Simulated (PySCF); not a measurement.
C3H7O2, SMILES C[C](CO)O, multiplicity 2. Coordinates come from a B3LYP-D3(BJ)/def2-SVP optimisation. The isomer is the one that the SMILES or the coordinates give; other isomers of the formula were not compared. The values are those of a single conformer.

### Question
Give the equilibrium geometry at B3LYP-D3(BJ)/def2-SVP (PySCF confirms it by a frequency run) as bond lengths and angles. (Estimate from the structure and the level; the computed values follow.)

### Answer
This is not unique; one that fits is 
Atoms: C1 C2 O3 C4 O5 H6 H7 H8 H9 H10 H11 H12. Bond lengths (Å): C1–C2 1.490, C1–H6 1.109, C1–H7 1.101, C1–H8 1.101, C2–O3 1.378, C2–C4 1.493, O3–H9 0.968, C4–O5 1.430, C4–H10 1.101, C4–H11 1.113, O5–H12 0.967. Bond angles (°): C2–C1–H6 111.8, C2–C1–H7 110.6, C2–C1–H8 110.7, H6–C1–H7 107.2, H6–C1–H8 107.5, H7–C1–H8 108.9, C1–C2–O3 113.0, C1–C2–C4 120.9, O3–C2–C4 116.5, C2–O3–H9 108.8, C2–C4–O5 113.4, C2–C4–H10 110.2, C2–C4–H11 109.6, O5–C4–H10 105.8, O5–C4–H11 110.8, H10–C4–H11 106.9, C4–O5–H12 107.2.
Charge 0, spin multiplicity 2.
